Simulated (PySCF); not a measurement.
A structure optimised at PBE0-D3(BJ)/def2-SVP, used in a PySCF frequency run:

```xyz
6

In    -0.0016    -0.2595     0.0000
Cl    -0.0771     2.0720     0.0000
O     -1.7005    -1.2766     0.0000
H     -1.5295    -2.2268     0.0000
O      1.7547    -1.1887     0.0000
H      2.4860    -0.5590     0.0000
```

Task: Write its SMILES, formula and point group.

Result: [OH][In]([OH])[Cl], ClH2InO2, Cs

Task: What are its rotational constants (standard atomic weights)?

Result: 4.8469, 2.3620, 1.5881 GHz
